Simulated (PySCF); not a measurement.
C$_{3}$H$_{5}$O (SMILES [CH]=C(C)O), doublet, at a GFN2-xTB geometry. Base run: R2SCAN/def2-SV(P) run with PySCF.

The PySCF input:
```python
from pyscf import gto, scf, dft

mol = gto.Mole()
mol.atom = '''
    C     0.86122322   -1.13535914    0.29492985
    C     0.09798036   -0.11748608    0.03266726
    C    -1.35838595   -0.21495342   -0.31297309
    O     0.52682308    1.20205721    0.03648412
    H     1.86182228   -1.37808805    0.55590500
    H    -1.68024337   -1.25095872   -0.31237308
    H    -1.93910884    0.35134192    0.41227830
    H    -1.52511972    0.22173818   -1.29553065
    H     1.46315923    1.24630078    0.26010331
'''
mol.basis = 'def2-sv(p)'
mol.spin = 1
mol.verbose = 4
mol.build()

mf = dft.UKS(mol)
mf.xc = 'r2scan'
mf.kernel()
```

Variants of this job, named by their change:

| change | ΔE vs base (mEh) | grid points | electrons on the grid |
|---|---|---|---|
| base | 0.000 | 105480 | 30.99999 |
| grids.level = 7 | -0.009 | 597048 | 31.00000 |
| grids.radi_method = delley | -0.003 | 113184 | 30.99999 |
| grids.radi_method = gauss_chebyshev | -0.048 | 102888 | 30.99999 |
| grids.level = 0 | 79.639 | 7448 | 30.98643 |
| grids.atom_grid = (75, 302) | 0.000 | 130632 | 30.99999 |
| small_rho_cutoff = 0 | 0.000 | 105480 | 30.99999 |
| grids.prune = off | 0.000 | 166104 | 30.99999 |
| grids.radi_method = mura_knowles | -0.007 | 100512 | 30.99999 |
| grids.atom_grid = (150, 974) | -0.008 | 727624 | 31.00000 |
| grids.level = 5 | -0.007 | 289616 | 31.00000 |

Open shells are given as the SCF converged; they aren't shown to be the lowest states, and a large step between rows can be another state.
